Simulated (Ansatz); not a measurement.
Abridged output of a molecular run in Ansatz:

```
Functional definition: HF
1376 factors; integrals over basis functions are off by at most 1.1e-3 eV
mean field evaluation 1: about -22734.0071 eV, gradient 4.2e1 eV
mean field evaluation 2: about -22734.3759 eV, gradient 4.3e1 eV
mean field evaluation 4: about -22738.7720 eV, gradient 5.4e0 eV
mean field evaluation 8: about -22738.8868 eV, gradient 5.2e-1 eV
mean field evaluation 16: about -22738.8889 eV, gradient 3.3e-6 eV
mean field -22738.88894553 eV, -835.6387557756 hartree, gradient 3.3e-6 eV, S^2 0.000000; 0 other end points of the search recorded, 0 dependent functions left out
13 core orbitals not correlated: weight in the atoms' cores, before any rotation towards them, 1.000 or more for the frozen orbitals, at most 0.000 for the correlated occupied ones
reference -22738.88894553 eV, -835.6387557756 hartree; 14, 14 occupied and 206, 206 virtual orbitals, 1376 factors
second order -23.15230526 eV of doubles, -0.00000000 eV of singles
cycle   1  -23.28409560 eV  change   -1.3e-1 eV  update   1.2e-1
cycle   2  -23.91271971 eV  change   -6.3e-1 eV  update   3.6e-2
cycle   3  -24.05589093 eV  change   -1.4e-1 eV  update   1.9e-2
cycle   4  -24.03998335 eV  change    1.6e-2 eV  update   5.0e-3
cycle   5  -24.03922168 eV  change    7.6e-4 eV  update   2.7e-3
cycle   6  -24.03972043 eV  change   -5.0e-4 eV  update   8.5e-4
cycle   7  -24.03926300 eV  change    4.6e-4 eV  update   4.0e-4
cycle   8  -24.03928364 eV  change   -2.1e-5 eV  update   1.3e-4
cycle   9  -24.03934183 eV  change   -5.8e-5 eV  update   5.3e-5
cycle  10  -24.03932253 eV  change    1.9e-5 eV  update   1.9e-5
perturbative correction -1.18942476 eV, -0.0437105536 hartree
Total energy: -22764.11769282 eV, -836.5658951378 hartree
```

Its atoms:

Z-matrix (Å, degrees):
```
Si
S 1 2.118
C 1 1.770 2 125.6
N 1 1.742 2 122.4 3 -53.2
H 1 1.476 2 106.7 3 157.9
H 2 1.344 1 93.5 3 24.8
N 3 1.334 1 163.0 2 69.7
H 7 1.009 3 119.4 1 -174.5
H 7 1.002 3 120.8 1 16.1
```

Problem. Which basis set was used?
A. def2-TZVPP
B. cc-pV(D+d)Z
C. def2-SVPD
D. cc-pV(Q+d)Z

Solution. A. It gives 233 functions.

Problem. Write the keys of the input that set method, charge and spin (a neutral closed shell needs none for the last two).

Solution. 
```yaml
correlation: {method: ccsd_t}
```
